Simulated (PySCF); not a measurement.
CH3AlCl, AlBClHN, BFH2NSi, AlB2H2O (calculated)

Calculation on a computer-drawn molecule: optimised geometry and harmonic frequencies of an isolated molecule of the commonest isotopes, restricted reference for singlets and unrestricted otherwise, frozen core in MP2. Program: PySCF 2.14.0.

Common to all runs: charge 0; multiplicity 2; basis cc-pV(D+d)Z.

```yaml
- entry: 1
  formula: CH3AlCl
  start_structure:
    atoms_angstrom:
      - [C, -1.1313, 0.6044, 0.6191]
      - [Al, -0.8285, 2.4945, 1.1387]
      - [Cl, 0.9315, 3.2904, 1.6816]
      - [H, -0.3034, -0.1323, 0.7291]
      - [H, -1.9832, 0.17, 0.3268]
      - [H, -1.9731, 3.4906, 0.9344]
  given:
    method: HF
    drawn_bonds_atom: [1, 2, 1, 1, 2]
    drawn_bonds_other_atom: [2, 3, 4, 5, 6]
    drawn_bonds_order: [1, 1, 1, 1, 1]
  results:
    optimised_atom_element: [C, Al, Cl, H, H, H]
    "optimised_atom_x [angstrom]": [-1.074, -0.891, 0.9991, -0.2623, -2.006, -2.055]
    "optimised_atom_y [angstrom]": [0.6232, 2.49, 3.201, -0.09852, 0.1685, 3.533]
    "optimised_atom_z [angstrom]": [0.6598, 1.059, 1.703, 0.7401, 0.3259, 0.9413]
    "modes_frequency [cm^-1]": [183.1, 218.3, 486.5, 500.3, 612.3, 650.5, 736.2, 782.9, 1481, 2043, 3245, 3332]
    "modes_reduced_mass [dalton]": [3.642, 1.058, 1.184, 9.197, 1.172, 1.34, 3.307, 1.467, 1.124, 1.043, 1.056, 1.11]
    "rotational_constants [GHz]": [21.62, 3.587, 3.076]
    "total_energy [hartree]": -741.0781
    spin_squared: 0.7582
    "convergence_status_largest_gradient_component [hartree/bohr]": 3.625e-05
- entry: 2
  formula: AlBClHN
  start_structure:
    atoms_angstrom:
      - [B, -0.7063, -1.9611, 0.0963]
      - ["N", -1.4266, -0.9482, -0.0249]
      - [Al, -2.4908, 0.4536, -0.1166]
      - [Cl, -2.2194, 1.8394, -1.7137]
      - [H, -0.0278, -2.9107, 0.2063]
  given:
    method: MP2
    drawn_bonds_atom: [1, 2, 3, 1]
    drawn_bonds_other_atom: [2, 3, 4, 5]
    drawn_bonds_order: [1, 2, 1, 1]
  results:
    optimised_atom_element: [B, "N", Al, Cl, H]
    "optimised_atom_x [angstrom]": [-0.6893, -1.39, -2.49, -2.269, -0.03213]
    "optimised_atom_y [angstrom]": [-1.99, -0.9384, 0.4732, 1.887, -2.959]
    "optimised_atom_z [angstrom]": [0.1036, -0.07572, -0.1352, -1.701, 0.2561]
    "modes_frequency [cm^-1]": [87.81, 123.1, 228.0, 497.2, 673.1, 721.1, 736.0, 1795, 2900]
    "modes_reduced_mass [dalton]": [4.761, 4.702, 10.44, 22.73, 12.21, 1.332, 1.331, 5.674, 1.173]
    "rotational_constants [GHz]": [20.19, 2.058, 1.868]
    "total_energy [hartree]": -781.6605
    spin_squared: 0.7529
    "convergence_status_largest_gradient_component [hartree/bohr]": 1.313e-05
- entry: 3
  formula: BFH2NSi
  start_structure:
    atoms_angstrom:
      - [F, -1.2384, -1.4495, -2.4182]
      - [B, -0.6629, -1.3099, -1.1575]
      - ["N", -0.1267, -1.1885, -0.0588]
      - [Si, 0.726, -1.1059, 1.458]
      - [H, 0.1498, -2.041, 2.3783]
      - [H, 0.6694, 0.2758, 1.8577]
  given:
    method: HF
    drawn_bonds_atom: [1, 2, 3, 4, 4]
    drawn_bonds_other_atom: [2, 3, 4, 5, 6]
    drawn_bonds_order: [1, 2, 1, 1, 1]
  results:
    "total_energy [hartree]": null
    spin_squared: null
    "rotational_constants [GHz]": null
- entry: 4
  formula: AlB2H2O
  start_structure:
    atoms_angstrom:
      - [B, -3.183, 0.1467, 0.5655]
      - [Al, -1.8445, 1.327, 1.5665]
      - [B, -0.2486, 0.3457, 2.5929]
      - [O, 0.6357, -0.2102, 3.1604]
      - [H, -3.9581, -0.5385, -0.0179]
      - [H, -1.9648, 2.8951, 1.5946]
  given:
    method: MP2
    drawn_bonds_atom: [1, 2, 3, 1, 2]
    drawn_bonds_other_atom: [2, 3, 4, 5, 6]
    drawn_bonds_order: [1, 1, 2, 1, 1]
  results:
    "rotational_constants [GHz]": null
    spin_squared: null
```

**Q.** Give the missing total energy for BFH2NSi (entry 3).
**A.** -468.7288 hartree

**Q.** BFH2NSi (entry 3): spin squared?
**A.** 0.7542

**Q.** What rotational constants does the calculation give for BFH2NSi (entry 3)?
**A.** 133.7, 2.206, 2.185 GHz

**Q.** Give the missing rotational constants for AlB2H2O (entry 4).
**A.** 17.73, 2.671, 2.321 GHz

**Q.** Give the missing spin squared for AlB2H2O (entry 4).
**A.** 0.7583

Further results for BFH2NSi (entry 3):

- convergence status largest gradient component: 2.991e-05 hartree/bohr

Optimised structure:
```xyz
6
BFH2NSi
F     -1.2170    -1.4402    -2.3570
B     -0.6652    -1.3247    -1.2000
N     -0.1406    -1.2103    -0.0797
Si     0.7146    -1.1014     1.3885
H      0.1446    -2.0279     2.3960
H      0.6808     0.2855     1.9118
```

Modes:
```csv
frequency (cm⁻¹),reduced mass (dalton)
111,5.498
124.3,8.187
506.8,11.62
510.4,10.56
587.1,11.16
771,1.163
848.5,1.185
1010,1.05
1216,14.96
2208,8.02
2285,1.073
2292,1.055
```

Further results for AlB2H2O (entry 4):

* total energy: -367.6669 hartree
* convergence status largest gradient component: 3.814e-05 hartree/bohr

Optimised structure:
```xyz
6
AlB2H2O
B     -3.1713     0.1528     0.5729
Al    -1.8384     1.3442     1.5719
B     -0.2671     0.3473     2.5802
O      0.6374    -0.2385     3.1597
H     -3.9437    -0.5519    -0.0082
H     -1.9802     2.9119     1.5855
```

Modes:
```csv
frequency (cm⁻¹),reduced mass (dalton)
104.2,4.472
252,3.897
305.4,5.119
362.8,1.401
447.1,1.31
450.9,10.81
576,1.204
684.7,4.247
725.1,1.474
1891,12.36
1993,1.043
2773,1.101
```
